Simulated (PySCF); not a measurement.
# Correlation energy of F (fluorine, neutral)

[He] 2s2 2p5, 2P determinant. Computed with PySCF 2.14 in jorge-DZP-DKH (4s2p1d, 15 functions), with the spin-free X2C one-electron Hamiltonian (Gaussian nucleus). Frozen: 1s2; 7 electrons correlated.

MP2 pair energies summed by pair of shells (mhartree):

| pair | energy | share (%) |
| --- | --- | --- |
| 2p-2p | -83.19 | 62.5 |
| 2s-2p | -41.92 | 31.5 |
| 2s-2s | -7.92 | 6.0 |

Total MP2 correlation energy: -133.03 mhartree.

Same-spin part -33.60 and opposite-spin part -99.43 mhartree; SCS-MP2 scales them by 1/3 and 6/5 to -130.52 mhartree.

```json
{"level": "CCSD", "correlation energy (mhartree)": "-143.53"}
{"level": "(T)", "correlation energy (mhartree)": "-1.66"}
{"level": "CCSD(T)", "correlation energy (mhartree)": "-145.19"}
```

Diagnostics: T1 = 0.0054, D1 = 0.0101, largest double amplitude 0.049.

Cost of the coupled-cluster step: 0.1 s of wall time on 1 thread of Neoverse-V1 (shared host), for 7 correlated electrons.
